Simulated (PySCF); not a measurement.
## Electron correlation in Os (osmium, neutral)

[Xe] 4f14 5d6 6s2, high-spin 5D determinant. All numbers are calculated (PySCF 2.14, the spin-free X2C one-electron Hamiltonian (Gaussian nucleus), in ANO-RCC-VTZP). Frozen: [Xe] 4f14; 8 electrons correlated.

| level | correlation energy (mhartree) |
| --- | --- |
| CCSD | -175.30 |
| (T) | -6.71 |
| CCSD(T) | -182.01 |

Diagnostics: T1 = 0.022, D1 = 0.0799, largest double amplitude 0.093.

Spin-orbit coupling, absent here, splits the open shell strongly.

Cost of the coupled-cluster step: roughly 18 core-seconds, for 8 correlated electrons.
